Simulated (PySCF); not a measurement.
Excitations are Tamm–Dancoff values on a coarser integration grid. The basis has no diffuse functions, so Rydberg states are missing or too high.

Cartesian coordinates (Å):
SMILES: N#CO
```xyz
4

N      1.5474    -0.0584    -0.4117
C      0.4829     0.0655     0.0522
O     -0.6691     0.2603     0.6288
H     -1.3612    -0.2673     0.1829
```
Charge 0, spin multiplicity 1.

### Question
Give the total energy, HOMO, LUMO, T1 excitation (TDA), S1 excitation (TDA), HOMO–LUMO gap, S1–T1 gap (TDA) and S1 oscillator strength at the level PySCF 2.14.0 with PBE-D3(BJ)/def2-TZVP.

### Answer

| Item | Value |
|---|---|
| total energy | -168.5291 Ha |
| HOMO | -7.51 eV |
| LUMO | -1.40 eV |
| T1 excitation (TDA) | 5.94 eV |
| S1 excitation (TDA) | 6.24 eV |
| HOMO–LUMO gap | 6.11 eV |
| S1–T1 gap (TDA) | 0.30 eV |
| S1 oscillator strength | 0.003 |
